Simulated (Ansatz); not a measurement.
CH5F3Si2 can be A, `C[SiH](F)[SiH](F)F`, or B, `C[SiH2][Si](F)(F)F`.

Gas-phase electronic energies from Ansatz, PBE0-D4/def2-TZVP geometries. CBS: MP2 limit from def2 TZ/QZ plus the TZ coupled-cluster correction, frozen cores. Functionals use def2-TZVPP. B3LYP here is the variant with VWN-RPA as its local correlation; programs differ in this. One conformer a species, not always the lowest.

(1) Which is lower in electronic energy at CCSD(T)/CBS, and by how much? (An estimate is asked.)

(2) Give E(B) − E(A) in kcal/mol with HF/def2-TZVPP, ωB97M-V, CCSD(T)/def2-TZVPP, r2SCAN-D4, CCSD/def2-TZVPP, B3LYP-D4, B3LYP. (Best estimate.)

Largest T1 diagnostic: 0.012.

## Answers

(1) Ansatz gave: B, by 9.2 kcal/mol.

(2) The calculation gave: HF/def2-TZVPP -8.3, ωB97M-V -9.2, CCSD(T)/def2-TZVPP -9.6, r2SCAN-D4 -9.7, CCSD/def2-TZVPP -9.5, B3LYP-D4 -8.6, B3LYP -8.3. None reverses the order clearly.

In def2-TZVPP, CCSD(T) changes the Hartree–Fock value by −1.3 kcal/mol (the triples alone add −0.2 kcal/mol) and MP2 by −1.1 kcal/mol.
